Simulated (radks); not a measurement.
Coulomb parameter of the 4d shell of neutral molybdenum in the model configuration [Kr] 4d4.5 5s1.5, as a second difference U = [E(n + 0.5) + E(n - 0.5) - 2 E(n)] / (0.5)^2 with all orbitals relaxed. "Bare": the charge of the atom changes with n. "Screened": the 5s shell takes up the change at fixed total charge, which measures U(4d,4d) + U(5s,5s) - 2 U(4d,5s). All-electron calculation, scalar-relativistic Kohn-Sham, r2SCAN, spin-unpolarised, spherical densities, finite nucleus; meta-GGA in the generalised Kohn-Sham scheme; Fermi nuclear charge, rms radius 4.4091 fm. Program: a radial shooting solver on a logarithmic mesh with Libxc functionals.

| case | configuration | E - E(n) (eV) |
|---|---|---|
| start | [Kr] 4d4.5 5s1.5 | 0.000 |
| bare +0.5 | [Kr] 4d5 5s1.5 | -1.353 |
| bare -0.5 | [Kr] 4d4 5s1.5 | 3.408 |
| screened +0.5 | [Kr] 4d5 5s1 | 0.056 |
| screened -0.5 | [Kr] 4d4 5s2 | 0.174 |

U(bare) = 8.221 eV, U(screened by 5s) = 0.917 eV, against the Slater integral F0(4d,4d) = 13.023 eV with frozen orbitals. The step up makes a negative ion, whose loosely bound charge lowers the bare value.
